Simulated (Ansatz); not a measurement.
Reaction (ligand exchange at a B–O bond): `OB([SiH3])OCF` + HCl → `OB([SiH3])Cl` + `OCF`

Computed with Ansatz on PBE0-D4/def2-TZVP structures; ΔE is electronic, products minus reactants. CCSD(T)/CBS is the MP2 limit (def2-TZVPP, def2-QZVPP) plus CCSD(T) − MP2 in def2-TZVPP, frozen cores. This one scheme is used for every species. Functionals use def2-TZVPP. Each species was taken in one conformer, which may not be the lowest.

```csv
level,ΔE (eV)
PBE0,0.15
HF/def2-TZVPP,0.25
SCS-MP2/def2-TZVPP,0.22
HF/CBS(def2),0.26
```

(1) What does CCSD(T)/CBS give? (Estimate.)

Largest T1 diagnostic among the species: 0.013.

Results:

(1) Ansatz gave: +0.22 eV. The listed levels differ from it by -0.07, 0.03, 0.00, 0.04 eV.
